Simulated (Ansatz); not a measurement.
Ansatz (a quantum-chemistry and plane-wave program) input for Mg(OSiH3)2 (H₆MgO₂Si₂), SMILES [SiH3][O][Mg][O][SiH3], PBE-D3(BJ)/def2-SVP. 

Ansatz 0.2 input:
```yaml
crystal:
  periodic: [false, false, false]
  atoms:
    - {symbol: Mg, position_ang: [0.00000000, 0.00000000, 0.00000000]}
    - {symbol: O, position_ang: [-0.00000001, 0.00000000, 1.79218655]}
    - {symbol: Si, position_ang: [0.00000000, 0.00000000, 3.42978623]}
    - {symbol: H, position_ang: [-0.51849545, 1.29757762, 3.97329616]}
    - {symbol: H, position_ang: [1.38298291, -0.19975858, 3.97329616]}
    - {symbol: H, position_ang: [-0.86448746, -1.09781905, 3.97329616]}
    - {symbol: O, position_ang: [0.00000001, -0.00000000, -1.79218655]}
    - {symbol: Si, position_ang: [-0.00000000, -0.00000000, -3.42978623]}
    - {symbol: H, position_ang: [-0.51849546, -1.29757762, -3.97329616]}
    - {symbol: H, position_ang: [1.38298292, 0.19975857, -3.97329616]}
    - {symbol: H, position_ang: [-0.86448745, 1.09781905, -3.97329616]}
basis:
  gaussian:
    orbitals: def2-SVP
hamiltonian:
  xc: pbe
  dispersion: d3bj
relax: {f_tol: 0.002, max_steps: 200}
```

Program output:

```
WARN ansatz: RAYON_NUM_THREADS=1 ignored (pool sized by the plan → 1); use --threads N
Functional definition: PBE
integrals: 0.05 GiB planned
1205 factors; their error is unknown
mean field: 0.28 GiB planned
mean field evaluation 1: about -25354.6006 eV, gradient 8.9e1 eV
mean field evaluation 2: about -25231.2064 eV, gradient 2.3e2 eV
mean field evaluation 4: about -25369.3221 eV, gradient 4.3e0 eV
mean field evaluation 8: about -25369.4064 eV, gradient 2.4e-2 eV
mean field evaluation 16: about -25369.3202 eV, gradient 1.5e-5 eV
mean field -25369.32023598 eV, -932.3053227293 hartree, gradient 1.5e-5 eV, S^2 0.000000; 0 other end points of the search recorded, 0 dependent functions left out
the calculation of the forces begins
reference -25369.32028809 eV, -932.3053246442 hartree; 31, 31 occupied and 81, 81 virtual orbitals, 1205 factors
relax step   1: F+E_penalty+E_count = -25369.51713315 eV  Δ(F+E_penalty+E_count) = +0.000e0 eV  max|allowed force component| = 3.577e-1 eV/Å  Δτ_max = 0.0000 Å  (27 SCF iters, accepted)
these checks for a lower state are left out or cut short: starts, cluster_reference, orbital_swaps, neighbouring_geometries, increment
integrals: 0.05 GiB planned
1205 factors; their error is unknown
mean field: 0.28 GiB planned
mean field -25369.33608058 eV, -932.3059050078 hartree, gradient 2.0e-5 eV, S^2 0.000000; 0 other end points of the search recorded, 0 dependent functions left out
the calculation of the forces begins
reference -25369.33613278 eV, -932.3059069262 hartree; 31, 31 occupied and 81, 81 virtual orbitals, 1205 factors
relax step   2: F+E_penalty+E_count = -25369.53224108 eV  Δ(F+E_penalty+E_count) = -1.511e-2 eV  max|allowed force component| = 2.512e-1 eV/Å  Δτ_max = 0.0187 Å  (28 SCF iters, accepted)
these checks for a lower state are left out or cut short: starts, cluster_reference, orbital_swaps, neighbouring_geometries, increment
integrals: 0.05 GiB planned
1205 factors; their error is unknown
mean field: 0.28 GiB planned
mean field evaluation 32: about -25369.3404 eV, gradient 2.1e-5 eV
mean field -25369.34043328 eV, -932.3060649666 hartree, gradient 2.1e-5 eV, S^2 0.000000; 0 other end points of the search recorded, 0 dependent functions left out
the calculation of the forces begins
reference -25369.34048551 eV, -932.3060668857 hartree; 31, 31 occupied and 81, 81 virtual orbitals, 1205 factors
relax step   3: F+E_penalty+E_count = -25369.53598308 eV  Δ(F+E_penalty+E_count) = -3.742e-3 eV  max|allowed force component| = 2.941e-2 eV/Å  Δτ_max = 0.0141 Å  (27 SCF iters, accepted)
these checks for a lower state are left out or cut short: starts, cluster_reference, orbital_swaps, neighbouring_geometries, increment
integrals: 0.05 GiB planned
1205 factors; their error is unknown
mean field: 0.28 GiB planned
mean field -25369.34047623 eV, -932.3060665449 hartree, gradient 2.7e-5 eV, S^2 0.000000; 0 other end points of the search recorded, 0 dependent functions left out
the calculation of the forces begins
reference -25369.34052845 eV, -932.3060684638 hartree; 31, 31 occupied and 81, 81 virtual orbitals, 1205 factors
relax step   4: F+E_penalty+E_count = -25369.53600421 eV  Δ(F+E_penalty+E_count) = -2.113e-5 eV  max|allowed force component| = 2.093e-3 eV/Å  Δτ_max = 0.0009 Å  (18 SCF iters, accepted)
these checks for a lower state are left out or cut short: starts, cluster_reference, orbital_swaps, neighbouring_geometries, increment
integrals: 0.05 GiB planned
1205 factors; their error is unknown
mean field: 0.28 GiB planned
mean field -25369.34047524 eV, -932.3060665084 hartree, gradient 6.5e-6 eV, S^2 0.000000; 0 other end points of the search recorded, 0 dependent functions left out
the calculation of the forces begins
reference -25369.34052746 eV, -932.3060684273 hartree; 31, 31 occupied and 81, 81 virtual orbitals, 1205 factors
relax step   5: F+E_penalty+E_count = -25369.53600436 eV  Δ(F+E_penalty+E_count) = -1.539e-7 eV  max|allowed force component| = 8.651e-5 eV/Å  Δτ_max = 0.0001 Å  (17 SCF iters, accepted)
integrals: 0.05 GiB planned
1205 factors; their error is unknown
mean field: 0.28 GiB planned
mean field -25369.34047524 eV, -932.3060665084 hartree, gradient 6.8e-6 eV, S^2 0.000000; 1 other end points of the search recorded, 0 dependent functions left out
the calculation of the forces begins
reference -25369.34052746 eV, -932.3060684273 hartree; 31, 31 occupied and 81, 81 virtual orbitals, 1205 factors
Total energy: -25369.53605658 eV, -932.3132539901 hartree
Atom 0 at     0.000006    -0.000000     0.000000 Å, force    -0.000004     0.000000    -0.000000 eV/Å
Atom 1 at     0.000005    -0.000001     1.804474 Å, force     0.000003     0.000002    -0.000087 eV/Å
Atom 2 at    -0.000001    -0.000001     3.458241 Å, force     0.000003    -0.000004     0.000032 eV/Å
Atom 3 at    -0.522498     1.307604     4.003960 Å, force    -0.000005     0.000011    -0.000013 eV/Å
Atom 4 at     1.393667    -0.201309     4.003959 Å, force     0.000015    -0.000001    -0.000012 eV/Å
Atom 5 at    -0.871176    -1.106295     4.003965 Å, force    -0.000013    -0.000007    -0.000013 eV/Å
Atom 6 at     0.000005     0.000001    -1.804474 Å, force     0.000003    -0.000002     0.000087 eV/Å
Atom 7 at    -0.000001     0.000001    -3.458241 Å, force     0.000003     0.000004    -0.000032 eV/Å
Atom 8 at    -0.522498    -1.307604    -4.003960 Å, force    -0.000005    -0.000011     0.000013 eV/Å
Atom 9 at     1.393667     0.201309    -4.003959 Å, force     0.000015     0.000001     0.000012 eV/Å
Atom 10 at    -0.871176     1.106295    -4.003965 Å, force    -0.000013     0.000007     0.000013 eV/Å
Dipole moment:     0.000002    -0.000000     0.000000 e Å
```

The calculation finished and met its thresholds.
